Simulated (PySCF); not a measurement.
C2H11NSi2, singlet, geometry from GFN2-xTB. Base run: DF-CAMB3LYP/STO-3G run with PySCF.

The PySCF input:
```python
from pyscf import gto, scf, dft

mol = gto.M(
    atom='''
Si   -2.33920697    0.40696831   -0.19435199
C    -1.07782044    0.06309123    1.18326422
C     0.35919076    0.48010764    0.86460279
Si    1.22920263   -0.56398299   -0.47654695
N     2.92643326   -0.27738911   -0.62092688
H    -3.68236232    0.13472088    0.32767948
H    -2.09047974   -0.44592645   -1.35701599
H    -2.26047480    1.81661749   -0.58990887
H    -1.40668039    0.58861709    2.08565423
H    -1.09263539   -1.00062512    1.43205087
H     0.36594253    1.53508750    0.57680823
H     0.95026771    0.41917847    1.78551879
H     0.69353611   -0.25493790   -1.80234174
H     1.12277895   -1.98222236   -0.12292729
H     3.52784249   -0.51538932    0.15108739
H     3.23907114    0.58561560   -1.03473370
''',
    basis='sto-3g',
    verbose=4,
    max_memory=1800,
)

mf = dft.RKS(mol)
mf.xc = 'camb3lyp'
mf = mf.density_fit(auxbasis='def2-universal-jkfit')
mf.kernel()
```

All variants below ran on the same shared machine, one core each. Differences are taken from the largest basis of the Pople family in the series, which isn't the basis-set limit (6-311+G(2d,p): -8.565 eV). The cheapest run took roughly 9 core-seconds.

| setting | basis functions | cost, times the cheapest (rough) | difference in HOMO energy (eV) |
|---|---|---|---|
| STO-3G | 44 | 1 | 3.646 |
| 6-31G | 75 | 1 | 0.547 |
| 6-31G* | 100 | 2 | 0.373 |
| 6-31G** | 133 | 2 | 0.359 |
| 6-311G** | 172 | 3 | 0.139 |
| 6-311+G(2d,p) | 217 | 4 | reference |

Times come from a shared machine, hold the start-up and are rough.
